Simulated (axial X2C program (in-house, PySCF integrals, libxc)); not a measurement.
# Excited states of LaBr by EOM-EE-CCSD

Calculated with an in-house all-electron X2C program for linear molecules (integrals from PySCF): two-component X2C with atomic mean-field Coulomb and Gaunt terms, Gaussian nuclei, basis La dyall-cv3z, Br dyall-acv3z with contracted cores.

R = 2.713 Å (near the PBE0 minimum at charge 0 of the determinant lowest at the starting distance; the state shown can have its own minimum elsewhere, which is not the closed-shell reference).

Hartree–Fock spinors of LaBr (one of each Kramers pair; a window near the gap, which can cut inner shells):

```json
{"ω": "3/2", "occupied": "yes", "ε (eV)": "-28.69", "character": "99% La p"}
{"ω": "1/2", "occupied": "yes", "ε (eV)": "-26.41", "character": "65% Br s, 21% La p, 6% La d"}
{"ω": "1/2", "occupied": "yes", "ε (eV)": "-11.84", "character": "83% Br p, 10% La d, 3% La p"}
{"ω": "1/2", "occupied": "yes", "ε (eV)": "-11.19", "character": "84% Br p, 8% La d, 4% La f"}
{"ω": "3/2", "occupied": "yes", "ε (eV)": "-10.93", "character": "84% Br p, 7% La d, 5% La f"}
{"ω": "1/2", "occupied": "yes", "ε (eV)": "-5.44", "character": "66% La s, 17% La d, 7% Br p"}
{"ω": "1/2", "occupied": "no", "ε (eV)": "0.14", "character": "73% La p, 22% La d, 2% Br p"}
{"ω": "3/2", "occupied": "no", "ε (eV)": "0.22", "character": "81% La p, 17% La d"}
{"ω": "1/2", "occupied": "no", "ε (eV)": "0.24", "character": "70% La p, 22% La d, 4% La s"}
{"ω": "3/2", "occupied": "no", "ε (eV)": "0.71", "character": "98% La d"}
{"ω": "5/2", "occupied": "no", "ε (eV)": "0.76", "character": "98% La d"}
{"ω": "1/2", "occupied": "no", "ε (eV)": "1.25", "character": "42% La s, 23% La d, 22% La p"}
```

Vertical excitation energies from the closed-shell determinant state of LaBr:

| Ω | excitation (eV) | cm⁻¹ | hole of the leading pair | particle of the leading pair | weight of the pair (for Ω = 0 its time-reversed partner can hold as much again) | singles weight |
| --- | --- | --- | --- | --- | --- | --- |
| 1 | 0.104 | 841 | 65% La sσ, 18% La dσ, 6% Br pσ | 98% La dδ | 0.97 | 0.97 |
| 2 | 0.171 | 1377 | 66% La sσ, 18% La dσ, 6% Br pσ | 97% La dδ | 0.60 | 0.97 |
| 3 | 0.258 | 2080 | 66% La sσ, 18% La dσ, 6% Br pσ | 99% La dδ | 0.97 | 0.97 |

This point took 75 s on 1 thread of Arm Neoverse V1, with other jobs on the host.

Reference electrons by ω block (each with its −ω partner): 1/2: 30, 3/2: 13, 5/2: 3. 18 electrons of LaBr correlated (inner shells frozen), 84 natural virtual spinors (a truncated set); levels can be off by some tenths of an eV. Roots sought by Ω: (0: 5, 1: 4, 2: 3, 3: 1); rows need 60 % singles weight and stop where some Ω has no more roots. Missing are any skipped roots, higher Ω and states of a further excitation; these come out far too high here and may in truth be low or lowest. T1 of the reference 0.020 (Lee–Taylor). Number of frozen shells: La 4 s, 3 p, 2 d; Br 3 s, 2 p, 1 d. The closed-shell reference lies 0.24 eV above the lowest PBE0 determinant.
